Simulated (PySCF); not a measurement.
Point-charge models of `C=C(C)[SiH2][C@@H](F)CCl` against its computed dipole.

Coordinates (GFN2-xTB, Å) and charges (e) from the PBE0/pcSseg-1 density (PySCF):

```csv
atom,x,y,z,Mulliken,IAO,Hirshfeld,ESP-fitted
C1,-1.649,-1.393,0.109,-0.0846,-0.2985,-0.0984,-0.5217
C2,-1.507,-0.132,-0.281,-0.6070,-0.2425,-0.0811,+0.1685
C3,-2.701,0.723,-0.583,-0.1860,-0.4193,-0.1185,-0.4814
Si4,0.155,0.736,-0.473,+0.7194,+0.7264,+0.3084,+0.1327
C5,1.589,-0.517,-0.166,-0.0993,-0.0838,-0.0276,+0.2247
F6,1.370,-1.676,-0.903,-0.3364,-0.3251,-0.1052,-0.2373
C7,2.949,0.010,-0.589,-0.1875,-0.2501,-0.0441,-0.4731
Cl8,3.259,1.555,0.210,-0.1558,-0.0897,-0.0336,-0.0984
H9,-0.810,-2.030,0.325,+0.1187,+0.1494,+0.0363,+0.1788
H10,-2.623,-1.847,0.218,+0.1068,+0.1418,+0.0448,+0.2094
H11,-3.628,0.176,-0.424,+0.1143,+0.1447,+0.0462,+0.1398
H12,-2.699,1.607,0.052,+0.1266,+0.1485,+0.0449,+0.1470
H13,-2.668,1.065,-1.616,+0.1285,+0.1498,+0.0453,+0.1498
H14,0.333,1.251,-1.836,-0.0784,-0.1209,-0.0760,-0.0286
H15,0.273,1.811,0.517,-0.0569,-0.1134,-0.0817,-0.0449
H16,1.627,-0.839,0.880,+0.1366,+0.1473,+0.0393,+0.0847
H17,2.966,0.183,-1.666,+0.1703,+0.1675,+0.0495,+0.2255
H18,3.754,-0.676,-0.317,+0.1707,+0.1679,+0.0515,+0.2244
```

**Question.** What dipole does each set of charges give (1 e·Å = 4.803 D), and what does the density give?

**Answer.** The full density gives (-0.60, -0.22, 0.10) D, 0.65 D in size; dipole vectors point from the negative to the positive end.

```tsv
scheme	μx	μy	μz	size (D)	share of the full size (%)	angle to the full dipole (°)
Mulliken	-0.77	2.34	0.18	2.47	381	91
IAO	-0.13	2.02	0.56	2.10	325	103
Hirshfeld	0.12	0.47	0.09	0.49	76	122
ESP-fitted	-0.61	-0.24	0.08	0.66	102	3
```

**Question.** Which set comes closest?

**Answer.** Length of the difference vector: ESP-fitted 0.03 D, Hirshfeld 1.00 D, IAO 2.34 D, Mulliken 2.56 D. Closest: ESP-fitted. ESP charges are fitted to the potential around the molecule, whose slowest-falling term is the dipole's. The schemes that divide the density aren't constrained to reproduce the dipole.

**Question.** What is left for the Hirshfeld atoms' own dipoles?

**Answer.** The Hirshfeld atoms' densities add up to the full density, so μ = Σ q r + Σ (atomic dipoles). The atomic dipoles sum to (-0.60, -0.22, 0.10) − (0.12, 0.47, 0.09) = (-0.72, -0.69, 0.01) D, 1.00 D in size.

**Question.** With the origin at the mean of the coordinates, (0.000, 0.000, -0.363) Å, which are the largest single terms, by size, of the ESP-fitted dipole along the direction of the full one?

**Answer.** C7 +6.30, C1 -5.21, C3 -5.14, H18 -3.49, H17 -3.27 D; all 18 atoms together +0.66 D. The single terms depend on the origin, their sum doesn't.

**Question.** Give the size of the full dipole in other units.

**Answer.** 0.65 D = 0.255 au = 0.135 e·Å = 2.16 × 10⁻³⁰ C·m.

Isolated species at its GFN2-xTB geometry (one conformer only).

Shape of the structure used: `[CH2:1]=[C:2]([CH3:3])[SiH2:4][C@@H:5]([F:6])[CH2:7][Cl:8]`: C1–C2–Si4–C5 5°, C2–Si4–C5–F6 49°, Si4–C5–C7–Cl8 55°.
